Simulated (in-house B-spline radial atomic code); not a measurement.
Radial electron density of Te, [Kr] 4d10 5s2 5p4. Method: Dirac-Kohn-Sham BHandHLYP, spherical fractional occupations, Fermi nucleus of rms radius 4.7423 fm. Calculated with a B-spline radial code for spherical atoms.

Caution: exact exchange at fractional occupations of open shells leaves self-interaction of up to several eV.

Columns: r (bohr), 4πr²n(r) (electrons per bohr), bar.

```
 0.00113    2.263 #
  0.0014    3.271 ##
 0.00174    4.722 ##
 0.00216    6.744 ###
 0.00267    9.468 #####
 0.00332    13.24 #######
 0.00412    18.17 #########
 0.00511    24.42 ############
 0.00633    31.98 ################
 0.00786    40.75 #####################
 0.00975    49.98 #########################
  0.0121    58.64 ##############################
   0.015    65.19 #################################
  0.0186    68.25 ###################################
  0.0231    67.18 ##################################
  0.0286     63.2 ################################
  0.0355    59.54 ##############################
   0.044    60.57 ###############################
  0.0546    68.48 ###################################
  0.0678    80.04 #########################################
  0.0841    86.69 ############################################
   0.104     81.9 ##########################################
   0.129    68.98 ###################################
    0.16    61.03 ###############################
   0.199    65.86 #################################
   0.247    72.48 #####################################
   0.306    63.75 ################################
    0.38     41.2 #####################
   0.471    24.84 #############
   0.585    23.84 ############
   0.725    26.75 ##############
     0.9    22.41 ###########
    1.12    13.54 #######
    1.38    7.319 ####
    1.72      4.5 ##
    2.13     3.35 ##
    2.64    2.306 #
    3.28     1.27 #
    4.07   0.5429 
    5.04   0.1767 
    6.26  0.04007 
    7.76 0.006032 
    9.63 0.0005412
```

On this grid the curve has 4 maxima, near 0.0186, 0.0841, 0.247, 0.725 bohr.

The 5s1/2 radial function P(r) = rR(r), positive near the nucleus, with its small component Q(r) (sign convention: Q ≈ (P' + κP/r)/2c):

| r (bohr) | P | Q |
| --- | --- | --- |
| 0.000385 | 0.008926 | -0.001728 |
| 0.000592 | 0.01315 | -0.002588 |
| 0.000911 | 0.01925 | -0.003832 |
| 0.0014 | 0.02789 | -0.005608 |
| 0.00216 | 0.03991 | -0.008137 |
| 0.00332 | 0.05558 | -0.01157 |
| 0.00511 | 0.07455 | -0.01604 |
| 0.00786 | 0.09373 | -0.02134 |
| 0.0121 | 0.1053 | -0.02662 |
| 0.0186 | 0.09396 | -0.02981 |
| 0.0286 | 0.04029 | -0.0276 |
| 0.044 | -0.06136 | -0.01678 |
| 0.0678 | -0.1606 | 0.001294 |
| 0.104 | -0.1307 | 0.01554 |
| 0.16 | 0.095 | 0.01208 |
| 0.247 | 0.2549 | -0.005071 |
| 0.38 | -0.03503 | -0.01025 |
| 0.585 | -0.3925 | 0.001529 |
| 0.9 | -0.02841 | 0.006736 |
| 1.38 | 0.6473 | 0.001213 |
| 2.13 | 0.744 | -0.002278 |
| 3.28 | 0.355 | -0.001437 |
| 5.04 | 0.0736 | -0.0003083 |
| 7.76 | 0.00506 | -2.084e-05 |
